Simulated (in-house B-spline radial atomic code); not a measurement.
Checks on a self-consistent run for Te3+, [Ar] 3d9 4s2 4p6 4d10 5s2 5p1 8f1. Method: Dirac-Hartree-Fock, average of configuration, Fermi nucleus of rms radius 4.7423 fm. Calculated with a radial B-spline atomic code at the basis-set limit.

```csv
orbital,q,ε (Eh),<1/r>,<r²>,small-component weight
1s1/2,2,-1179.27926,55.5729,0.00104772,0.036622
2s1/2,2,-187.22125,12.9709,0.0168185,0.0078382
2p1/2,2,-175.12639,12.9128,0.0125115,0.0078212
2p3/2,4,-164.99353,11.9566,0.0137911,0.0074442
3s1/2,2,-40.89672,4.65982,0.115863,0.0023509
3p1/2,2,-35.87707,4.55989,0.110855,0.002283
3p3/2,4,-33.90627,4.32753,0.118605,0.0021844
3d3/2,3.6,-25.35591,4.14831,0.102199,0.0020347
3d5/2,5.4,-24.94768,4.08851,0.104519,0.0020052
4s1/2,2,-9.15294,1.85776,0.635765,0.00065541
4p1/2,2,-7.31454,1.74823,0.700807,0.00059537
4p3/2,4,-6.92074,1.67783,0.745881,0.00056749
4d3/2,4,-3.90493,1.47236,0.958516,0.00046317
4d5/2,6,-3.84088,1.45262,0.980567,0.00045434
5s1/2,2,-2.16177,0.705555,3.77386,0.00013036
5p1/2,0.33333,-1.77500,0.62991,4.65417,0.0001075
5p3/2,0.66667,-1.72217,0.610237,4.90577,0.00010258
8f5/2,0.42857,-0.14513,0.0894483,410.746,9.0036e-06
8f7/2,0.57143,-0.14507,0.0892166,411.149,8.9366e-06
```

Electron-electron repulsion V_ee = 2405.2735 hartree.

Q: What total energy follows from the eigenvalues?

A: The eigenvalues count the repulsion twice, so E = Σqε - V_ee = -4363.891 - 2405.273 = -6769.164 hartree; the run printed -6769.164.

Q: Does the Dirac virial theorem hold?

A: For a point nucleus E = -2c²Σq·w, with w the small-component weight. Here Σq·w = 0.18022 and c = 137.0360, so the ratio E/(-2c²Σq·w) is 1.000057; the finite nucleus accounts for the departure from 1.

Q: What diamagnetic shielding (Lamb formula) and susceptibility (Langevin formula) do the radii give?

A: σ = (α²/3)Σq<1/r> = 314.147/(3·137.036²) = 5576.3 ppm, and χ = -0.79199×10⁻⁶·Σq<r²> = -349×10⁻⁶ cm³/mol with Σq<r²> = 440.7 bohr². Both are non-relativistic formulas without the paramagnetism of open shells; for so heavy an element the full relativistic shielding is larger by tens of per cent.
